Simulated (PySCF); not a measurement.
BiH₂Br, SMILES [Br][BiH2]. Geometry optimised at B3LYP-D3(BJ)/def2-TZVP. The def2 effective core potentials stand for the cores of Bi; spin–orbit coupling is left out.

All values below come from B3LYP-D3(BJ)/def2-TZVP in PySCF.

Harmonic wavenumbers (cm⁻¹): 211, 530, 544, 770, 1789, 1795. Rotational constants (GHz): 78.09, 1.244, 1.244; symmetry number 1.

Q: Work out the zero-point energy and the ideal-gas rigid-rotor harmonic-oscillator thermochemistry at 298.15 K and 1 atm.

A: ZPE = ½ Σ hcν = ½ × 5638 cm⁻¹ = 8.06 kcal/mol. H − E(el) = 11.08 kcal/mol. Entropy in cal/(mol K): translation 42.90, rotation 25.39, vibration 3.42, total 71.71. G − E(el) = -10.30 kcal/mol. Cp = 12.86 cal/(mol K).
